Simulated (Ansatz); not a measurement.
The same path of GeH4O3 (8 atoms, charge 0, multiplicity 1) was run twice with different band settings. Lost on the way: Ge1–H2, Ge1–O3. Made: H2–O3.

Computed with Ansatz 0.2.0, RKS PBE/def2-SVP.

Relaxed end points:

```xyz
8
Properties=species:S:1:pos:R:3
Ge -0.048 -0.125 0.521
H 0.016 0.166 2.034
O 1.479 -0.754 -0.185
H 2.197 -0.095 -0.142
O -0.546 1.422 -0.223
H -0.864 1.269 -1.134
O -1.207 -1.417 0.102
H -0.729 -2.115 -0.385
```

```xyz
8
Properties=species:S:1:pos:R:3
Ge -0.971 0.199 0.729
H 1.664 -0.503 1.581
O 1.420 -0.006 0.775
H 1.126 -0.714 0.133
O -0.943 1.494 -0.527
H -0.653 1.104 -1.377
O -0.509 -1.173 -0.502
H -0.838 -2.050 -0.226
```

Common settings: movable images 5; climbing image yes; spring 5.0 eV/Å²; optimiser quadratic models (default); start path through a guess of the saddle point; iteration limit 60; end points relaxed.

| run | force threshold |
| --- | --- |
| 1 | 0.03 eV/Å |
| 2 | 0.5 eV/Å |

Question: What does each run give, and how far can it be trusted?

Answer: Run 1: converged after 28 iterations, highest image 2.080 eV above the first end. Neighbouring images differ by up to 2.0 eV, so the band resolves the path poorly. A vibrational analysis at the climbing image gives one clearly imaginary mode, 1156i cm⁻¹: a first-order saddle point.
Run 2: converged after 17 iterations, highest image 2.112 eV above the first end. The threshold of 0.5 eV/Å is loose, so the images may lie well off the minimum-energy path. The profile has 2 maxima (images 3, 5) with wells between them (image 4): this band takes more than one step, which may be the mechanism or a detour left from its start path. Neighbouring images differ by up to 1.9 eV, so the band resolves the path poorly. The order of the point at the top wasn't checked.
The orbitals stay closed-shell, which can raise the energy where a bond breaks towards radicals; this wasn't checked here.
